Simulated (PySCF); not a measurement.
C₃H₁₀OSi (SMILES CC[SiH2]OC), singlet, at a GFN2-xTB geometry; PySCF with CASSCF(2,3)/STO-3G.

PySCF was given this input:
```python
from pyscf import gto, scf, mcscf
import numpy

mol = gto.M(
    atom='''
Si   -0.03670740   -0.47590378   -0.22098116
C     1.36831072    0.57070956    0.49054772
C     2.70763333   -0.14569932    0.39540619
O    -1.33675446    0.47346430   -0.01403849
C    -2.65493960    0.19194870   -0.36556387
H    -0.19635598   -1.75194465    0.49189625
H     0.16727157   -0.78860302   -1.64315341
H     1.43470951    1.52252917   -0.03824754
H     1.16676920    0.81268730    1.53497177
H     2.94869818   -0.37033494   -0.64076229
H     2.67901670   -1.08478962    0.94268037
H     3.51026489    0.46429786    0.80733788
H    -3.01430684   -0.69872204    0.15527486
H    -2.74240109    0.02162529   -1.44122765
H    -3.27175360    1.04643959   -0.08506637
''',
    basis='sto-3g',
    verbose=4,
)

mf = scf.RHF(mol)
mf.kernel()
mc = mcscf.CASSCF(mf, 3, 2)
mc.fix_spin_(ss=0.0)
mc.kernel()
occ = numpy.linalg.eigvalsh(mc.fcisolver.make_rdm1(mc.ci, mc.ncas, mc.nelecas))[::-1]
ss = mc.fcisolver.spin_square(mc.ci, mc.ncas, mc.nelecas)[0]
print('natural occupations', occ.round(4), ' <S^2>', round(ss, 4))
```

Question: Write the output that PySCF gives for this input, abridged.

Answer: 
```
PySCF version 2.14.0

[INPUT] verbose = 4
[INPUT] num. atoms = 15
[INPUT] num. electrons = 50
[INPUT] charge = 0
[INPUT] spin (= nelec alpha-beta = 2S) = 0
[INPUT] symmetry False subgroup None
[INPUT] Mole.unit = angstrom
[INPUT] Symbol           X                Y                Z      unit          X                Y                Z       unit  Magmom
[INPUT]  1 Si    -0.036707400000  -0.475903780000  -0.220981160000 AA   -0.069366932745  -0.899327805845  -0.417593871089 Bohr   0.0
[INPUT]  2 C      1.368310720000   0.570709560000   0.490547720000 AA    2.585732514106   1.078484765071   0.927000841830 Bohr   0.0
[INPUT]  3 C      2.707633330000  -0.145699320000   0.395406190000 AA    5.116685439444  -0.275331811335   0.747209407058 Bohr   0.0
[INPUT]  4 O     -1.336754460000   0.473464300000  -0.014038490000 AA   -2.526099825191   0.894717856759  -0.026528901302 Bohr   0.0
[INPUT]  5 C     -2.654939600000   0.191948700000  -0.365563870000 AA   -5.017108721262   0.362730472966  -0.690815595336 Bohr   0.0
[INPUT]  6 H     -0.196355980000  -1.751944650000   0.491896250000 AA   -0.371059025121  -3.310695573897   0.929549194201 Bohr   0.0
[INPUT]  7 H      0.167271570000  -0.788603020000  -1.643153410000 AA    0.316097455726  -1.490243728805  -3.105109925545 Bohr   0.0
[INPUT]  8 H      1.434709510000   1.522529170000  -0.038247540000 AA    2.711208042209   2.877163147961  -0.072277375538 Bohr   0.0
[INPUT]  9 H      1.166769200000   0.812687300000   1.534971770000 AA    2.204874238578   1.535756421912   2.900676254239 Bohr   0.0
[INPUT] 10 H      2.948698180000  -0.370334940000  -0.640762290000 AA    5.572231984203  -0.699831610957  -1.210865239049 Bohr   0.0
[INPUT] 11 H      2.679016700000  -1.084789620000   0.942680370000 AA    5.062607846136  -2.049955284571   1.781407722304 Bohr   0.0
[INPUT] 12 H      3.510264890000   0.464297860000   0.807337880000 AA    6.633439266777   0.877395795622   1.525647483187 Bohr   0.0
[INPUT] 13 H     -3.014306840000  -0.698722040000   0.155274860000 AA   -5.696214383003  -1.320393292797   0.293426959430 Bohr   0.0
[INPUT] 14 H     -2.742401090000   0.021625290000  -1.441227650000 AA   -5.182386983809   0.040865875464  -2.723525541651 Bohr   0.0
[INPUT] 15 H     -3.271753600000   1.046439590000  -0.085066370000 AA   -6.182718251060   1.977484231002  -0.160752141711 Bohr   0.0

nuclear repulsion = 242.428512669127
number of shells = 27
number of NR pGTOs = 117
number of NR cGTOs = 39
basis = sto-3g
ecp = {}

******** <class 'pyscf.scf.hf.RHF'> ********
method = RHF
initial guess = minao
damping factor = 0
level_shift factor = 0
DIIS = <class 'pyscf.scf.diis.CDIIS'>
diis_start_cycle = 1
diis_space = 8
diis_damp = 0
SCF conv_tol = 1e-09
SCF conv_tol_grad = None
SCF max_cycles = 50
direct_scf = True
direct_scf_tol = 1e-13
Set gradient conv threshold to 3.16228e-05
Initial guess from minao.
init E= -477.929809979929
  HOMO = -0.298187769260425  LUMO = 0.277362959263704  gap/eV = 15.66153
cycle= 1 E= -477.438002653295  delta_E= 0.492  |g|= 0.458  |ddm|= 4.33
  HOMO = -0.192645144252872  LUMO = 0.49636981108373  gap/eV = 18.74905
cycle= 2 E= -477.510408829473  delta_E= -0.0724  |g|= 0.137  |ddm|= 0.811
  HOMO = -0.313626260376241  LUMO = 0.493251393440626  gap/eV = 21.95626
cycle= 3 E= -477.51657403187  delta_E= -0.00617  |g|= 0.0262  |ddm|= 0.21
  HOMO = -0.313876567658518  LUMO = 0.494854206973332  gap/eV = 22.00669
cycle= 4 E= -477.51694566999  delta_E= -0.000372  |g|= 0.00266  |ddm|= 0.0612
  HOMO = -0.314232252716183  LUMO = 0.494614417776429  gap/eV = 22.00984
cycle= 5 E= -477.516950373067  delta_E= -4.7e-06  |g|= 0.000565  |ddm|= 0.00727
  HOMO = -0.314389147608034  LUMO = 0.494502013533183  gap/eV = 22.01105
cycle= 6 E= -477.51695055743  delta_E= -1.84e-07  |g|= 0.000108  |ddm|= 0.00147
  HOMO = -0.314426304839147  LUMO = 0.494511745215725  gap/eV = 22.01233
cycle= 7 E= -477.516950565369  delta_E= -7.94e-09  |g|= 3.35e-05  |ddm|= 0.000298
  HOMO = -0.314422906168766  LUMO = 0.494511309438679  gap/eV = 22.01222
cycle= 8 E= -477.516950566225  delta_E= -8.56e-10  |g|= 8.01e-06  |ddm|= 0.000109
  HOMO = -0.314424392825588  LUMO = 0.494511083699264  gap/eV = 22.01226
Extra cycle  E= -477.516950566262  delta_E= -3.65e-11  |g|= 3.24e-06  |ddm|= 1.65e-05
converged SCF energy = -477.516950566262

******** <class 'pyscf.mcscf.mc1step.CASSCF'> ********
CAS (1e+1e, 3o), ncore = 24, nvir = 12
max_cycle_macro = 50
max_cycle_micro = 4
conv_tol = 1e-07
conv_tol_grad = None
orbital rotation max_stepsize = 0.02
orbital rotation threshold for CI restart = 0.01
augmented hessian ah_max_cycle = 30
augmented hessian ah_conv_tol = 1e-12
augmented hessian ah_linear dependence = 1e-14
augmented hessian ah_level shift = 1e-08
augmented hessian ah_start_tol = 2.5
augmented hessian ah_start_cycle = 3
augmented hessian ah_grad_trust_region = 3
kf_trust_region = 3
kf_interval = 4
ci_response_space = 4
ci_grad_trust_region = 3
with_dep4 0
natorb = False
canonicalization = True
sorting_mo_energy = False
ao2mo_level = 2
internal_rotation = False
******** <class 'pyscf.fci.addons.SpinPenaltyFCISolver'> ********
max. cycles = 50
conv_tol = 1e-08
davidson only = True
linear dependence = 1e-12
level shift = 0.001
max iter space = 12
nroots = 1
pspace_size = 400
spin = None
CASCI E = -477.517469478813  S^2 = 0.0000000
Set conv_tol_grad to 0.000316228
macro iter   1 ( 21 JK    4 micro), CASSCF E = -477.517661847651  dE = -1.92368838e-04  S^2 = 0.0000000
               |grad[o]|=0.00186  |grad[c]|=0.0133  |ddm|=0.0179  |maxRot[o]|=0.144
macro iter   2 ( 21 JK    4 micro), CASSCF E = -477.518745312580  dE = -1.08346493e-03  S^2 = 0.0000000
               |grad[o]|=0.00162  |grad[c]|=0.00998  |ddm|=0.0281  |maxRot[o]|=0.218
macro iter   3 ( 21 JK    4 micro), CASSCF E = -477.523745337576  dE = -5.00002500e-03  S^2 = 0.0000000
               |grad[o]|=0.00437  |grad[c]|=0.0174  |ddm|=0.00836  |maxRot[o]|=0.236
macro iter   4 ( 21 JK    4 micro), CASSCF E = -477.525857040030  dE = -2.11170245e-03  S^2 = 0.0000000
               |grad[o]|=0.0109  |grad[c]|=0.0181  |ddm|=0.015  |maxRot[o]|= 0.14
macro iter   5 ( 21 JK    4 micro), CASSCF E = -477.527458740280  dE = -1.60170025e-03  S^2 = 0.0000000
               |grad[o]|=0.0111  |grad[c]|=0.0162  |ddm|=0.00822  |maxRot[o]|=0.143
macro iter   6 ( 21 JK    4 micro), CASSCF E = -477.527250722178  dE =  2.08018102e-04  S^2 = 0.0000000
               |grad[o]|=0.0104  |grad[c]|=0.0135  |ddm|=0.00734  |maxRot[o]|=0.0332
macro iter   7 ( 21 JK    4 micro), CASSCF E = -477.528633007846  dE = -1.38228567e-03  S^2 = 0.0000000
               |grad[o]|=0.0105  |grad[c]|=0.00386  |ddm|=0.00661  |maxRot[o]|=0.048
macro iter   8 ( 21 JK    4 micro), CASSCF E = -477.530698988039  dE = -2.06598019e-03  S^2 = 0.0000000
               |grad[o]|=0.00959  |grad[c]|=0.00546  |ddm|=0.00347  |maxRot[o]|=0.0855
macro iter   9 ( 21 JK    4 micro), CASSCF E = -477.530915460877  dE = -2.16472838e-04  S^2 = 0.0000000
               |grad[o]|=0.00706  |grad[c]|=0.00541  |ddm|=0.00375  |maxRot[o]|=0.0778
macro iter  10 ( 21 JK    4 micro), CASSCF E = -477.530942378464  dE = -2.69175873e-05  S^2 = 0.0000000
               |grad[o]|=0.00666  |grad[c]|=0.00546  |ddm|=0.00358  |maxRot[o]|=0.0088
macro iter  11 ( 21 JK    4 micro), CASSCF E = -477.530957244372  dE = -1.48659072e-05  S^2 = 0.0000000
               |grad[o]|=0.00657  |grad[c]|=0.00567  |ddm|=0.00349  |maxRot[o]|=0.00886
macro iter  12 ( 21 JK    4 micro), CASSCF E = -477.530964109829  dE = -6.86545712e-06  S^2 = 0.0000000
               |grad[o]|=0.00652  |grad[c]|=0.00576  |ddm|=0.00346  |maxRot[o]|=0.008
macro iter  13 ( 21 JK    4 micro), CASSCF E = -477.530965976598  dE = -1.86676897e-06  S^2 = 0.0000000
               |grad[o]|=0.00648  |grad[c]|=0.00582  |ddm|=0.00346  |maxRot[o]|=0.00694
macro iter  14 ( 21 JK    4 micro), CASSCF E = -477.530964547686  dE =  1.42891201e-06  S^2 = 0.0000000
               |grad[o]|=0.00647  |grad[c]|=0.00585  |ddm|=0.00349  |maxRot[o]|=0.00622
macro iter  15 ( 20 JK    4 micro), CASSCF E = -477.531899060914  dE = -9.34513228e-04  S^2 = 0.0000000
               |grad[o]|=0.00646  |grad[c]|=0.00125  |ddm|=0.00223  |maxRot[o]|=0.0595
macro iter  16 ( 19 JK    4 micro), CASSCF E = -477.532128662500  dE = -2.29601587e-04  S^2 = 0.0000000
               |grad[o]|=0.00411  |grad[c]|=0.00318  |ddm|=0.00177  |maxRot[o]|=0.0218
macro iter  17 ( 21 JK    4 micro), CASSCF E = -477.532124721117  dE =  3.94138340e-06  S^2 = 0.0000000
               |grad[o]|=0.00323  |grad[c]|=0.00309  |ddm|=0.00123  |maxRot[o]|=0.00673
macro iter  18 ( 19 JK    4 micro), CASSCF E = -477.532421882995  dE = -2.97161878e-04  S^2 = 0.0000000
               |grad[o]|=0.00323  |grad[c]|=0.000807  |ddm|=0.000767  |maxRot[o]|=0.0422
macro iter  19 ( 14 JK    4 micro), CASSCF E = -477.532460355911  dE = -3.84729155e-05  S^2 = 0.0000000
               |grad[o]|=0.00147  |grad[c]|=0.000918  |ddm|=0.00043  |maxRot[o]|=0.0106
macro iter  20 (  4 JK    1 micro), CASSCF E = -477.532499719850  dE = -3.93639390e-05  S^2 = 0.0000000
               |grad[o]|=0.00104  |grad[c]|=0.000806  |ddm|=0.000302  |maxRot[o]|=0.0246
macro iter  21 (  3 JK    1 micro), CASSCF E = -477.532499729414  dE = -9.56430313e-09  S^2 = 0.0000000
               |grad[o]|=4.7e-05  |grad[c]|=1.24e-05  |ddm|=8.91e-06  |maxRot[o]|=0.000274
1-step CASSCF converged in  21 macro (394 JK  78 micro) steps
CASSCF canonicalization
Density matrix diagonal elements [1.97648601 0.01151922 0.01199477]
CASSCF energy = -477.532499729414
CASCI E = -477.532499729414  E(CI) = -1.51513803859694  S^2 = 0.0000000
natural occupations [1.9765e+00 2.3200e-02 2.0000e-04]  <S^2> 0.0
```
